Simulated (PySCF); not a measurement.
## Dipole response of Ge- (germanium, charge -1)

[Ar] 3d10 4s2 4p3, high-spin 4S determinant. Computed with PySCF 2.14 in aug-cc-pVQZ-DK (8s7p5d3f2g, 93 functions), with the spin-free X2C one-electron Hamiltonian (Gaussian nucleus). Coupled (time-dependent) response in atomic units; α is the mean over directions.

```csv
method,mean α (bohr³),C₆ (like pair),S(−4)
CAM-B3LYP,152.8,2283,13580
```

S(−4) is the Cauchy moment in α(ω) = α(0) + S(−4) ω² + …

α(iu) at CAM-B3LYP:

```json
{"u (hartree)": "0", "α(iu) (bohr³)": "152.8"}
{"u (hartree)": "0.0500", "α(iu) (bohr³)": "127.2"}
{"u (hartree)": "0.100", "α(iu) (bohr³)": "91.16"}
{"u (hartree)": "0.200", "α(iu) (bohr³)": "49.29"}
{"u (hartree)": "0.300", "α(iu) (bohr³)": "30.36"}
{"u (hartree)": "0.500", "α(iu) (bohr³)": "14.89"}
{"u (hartree)": "0.750", "α(iu) (bohr³)": "7.975"}
{"u (hartree)": "1.00", "α(iu) (bohr³)": "5.032"}
{"u (hartree)": "1.50", "α(iu) (bohr³)": "2.610"}
{"u (hartree)": "2.00", "α(iu) (bohr³)": "1.637"}
{"u (hartree)": "3.00", "α(iu) (bohr³)": "0.8448"}
{"u (hartree)": "5.00", "α(iu) (bohr³)": "0.3557"}
```

A single London oscillator, α(iu) = α/(1 + u²/ω²), gives C₆ = (3/4) ω α². Matching the computed C₆ needs ω = 4 × 2283 / (3 × 152.8²) = 0.130 hartree.

For an ion, C₆ is the dispersion term alone; charge-induced terms of lower order in 1/R come first.
